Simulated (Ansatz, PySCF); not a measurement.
Breaking a bond: SMILES [BH3-][OH2+]. The B1–O5 bond (B1 also carries H, H, H; O5 carries H, H) is stretched with both fragments frozen at the PBE0/def2-TZVP optimised geometry.

- UHF/cc-pVTZ (Ansatz, an electronic-structure program)
- RHF/cc-pVTZ (Ansatz)
- UKS-PBE = Ansatz with unrestricted PBE/cc-pVTZ
- RKS-PBE = restricted PBE/cc-pVTZ in Ansatz
- UKS-PBE0 = unrestricted PBE0/cc-pVTZ (Ansatz)
- RKS-PBE0 = restricted PBE0/cc-pVTZ run with Ansatz
- UKS-B3LYP/6-31G* = unrestricted B3LYP/6-31G*, spherical d (PySCF)
- RKS-B3LYP/6-31G* = restricted B3LYP/6-31G*, spherical d (PySCF)
- UKS-M06-2X/6-31G* = unrestricted M06-2X/6-31G*, spherical d (PySCF)
- RKS-M06-2X/6-31G* = restricted M06-2X/6-31G*, spherical d (PySCF)

Scanned distances (Å): 1.36, 1.42, 1.52, 1.59, 1.63, 1.69, 1.74, 1.77, 1.84, 1.97, 2.11, 2.26, 2.51, 2.75, 3.07, 3.39, 3.79, 4.10, 4.51, 5.04, 5.82.

### Question
Where does the unrestricted solution first break spin symmetry (<S²> of 0.01 or more)?

### Answer
UHF: at none of the points with a result; UKS-PBE: at none of the points with a result; UKS-PBE0: at none of the points with a result; UKS-B3LYP/6-31G*: at none of the points with a result; UKS-M06-2X/6-31G*: at none of the points with a result.

| R / Å | <S²> UHF | E(RHF) − E(UHF) / kcal/mol | <S²> UKS-PBE | E(RKS-PBE) − E(UKS-PBE) / kcal/mol | <S²> UKS-PBE0 | E(RKS-PBE0) − E(UKS-PBE0) / kcal/mol | <S²> UKS-B3LYP/6-31G* | E(RKS-B3LYP/6-31G*) − E(UKS-B3LYP/6-31G*) / kcal/mol | <S²> UKS-M06-2X/6-31G* | E(RKS-M06-2X/6-31G*) − E(UKS-M06-2X/6-31G*) / kcal/mol |
|---|---|---|---|---|---|---|---|---|---|---|
| 1.36 | 0.00 | 0.0 | 0.00 | 0.0 | 0.00 | 0.0 | 0.00 | 0.0 | 0.00 | 0.0 |
| 1.42 | 0.00 | 0.0 | 0.00 | 0.0 | 0.00 | 0.0 | 0.00 | 0.0 | 0.00 | 0.0 |
| 1.52 | 0.00 | 0.0 | 0.00 | 0.0 | 0.00 | 0.0 | 0.00 | 0.0 | 0.00 | 0.0 |
| 1.59 | 0.00 | 0.0 | 0.00 | 0.0 | 0.00 | 0.0 | 0.00 | 0.0 | 0.00 | 0.0 |
| 1.63 | 0.00 | 0.0 | 0.00 | 0.0 | 0.00 | 0.0 | 0.00 | 0.0 | 0.00 | 0.0 |
| 1.69 | 0.00 | 0.0 | 0.00 | 0.0 | 0.00 | 0.0 | 0.00 | 0.0 | 0.00 | 0.0 |
| 1.74 | 0.00 | 0.0 | 0.00 | 0.0 | 0.00 | 0.0 | 0.00 | 0.0 | 0.00 | 0.0 |
| 1.77 | 0.00 | 0.0 | 0.00 | 0.0 | 0.00 | 0.0 | 0.00 | 0.0 | 0.00 | 0.0 |
| 1.84 | 0.00 | 0.0 | 0.00 | 0.0 | 0.00 | 0.0 | 0.00 | 0.0 | 0.00 | 0.0 |
| 1.97 | 0.00 | 0.0 | 0.00 | 0.0 | 0.00 | 0.0 | 0.00 | 0.0 | 0.00 | 0.0 |
| 2.11 | 0.00 | 0.0 | 0.00 | 0.0 | 0.00 | 0.0 | 0.00 | 0.0 | 0.00 | 0.0 |
| 2.26 | 0.00 | 0.0 | 0.00 | 0.0 | 0.00 | 0.0 | 0.00 | 0.0 | 0.00 | 0.0 |
| 2.51 | 0.00 | 0.0 | 0.00 | 0.0 | 0.00 | 0.0 | 0.00 | 0.0 | 0.00 | 0.0 |
| 2.75 | 0.00 | 0.0 | 0.00 | 0.0 | 0.00 | 0.0 | 0.00 | 0.0 | 0.00 | 0.0 |
| 3.07 | 0.00 | 0.0 | 0.00 | 0.0 | 0.00 | 0.0 | 0.00 | 0.0 | 0.00 | 0.0 |
| 3.39 | 0.00 | 0.0 | 0.00 | 0.0 | 0.00 | 0.0 | 0.00 | 0.0 | 0.00 | 0.0 |
| 3.79 | 0.00 | 0.0 | 0.00 | 0.0 | 0.00 | 0.0 | 0.00 | 0.0 | 0.00 | 0.0 |
| 4.10 | 0.00 | 0.0 | 0.00 | 0.0 | 0.00 | 0.0 | 0.00 | 0.0 | 0.00 | 0.0 |
| 4.51 | 0.00 | 0.0 | 0.00 | 0.0 | 0.00 | 0.0 | 0.00 | 0.0 | 0.00 | 0.0 |
| 5.04 | 0.00 | 0.0 | 0.00 | 0.0 | 0.00 | 0.0 | 0.00 | 0.0 | 0.00 | 0.0 |
| 5.82 | 0.00 | 0.0 | 0.00 | 0.0 | 0.00 | 0.0 | 0.00 | 0.0 | 0.00 | 0.0 |
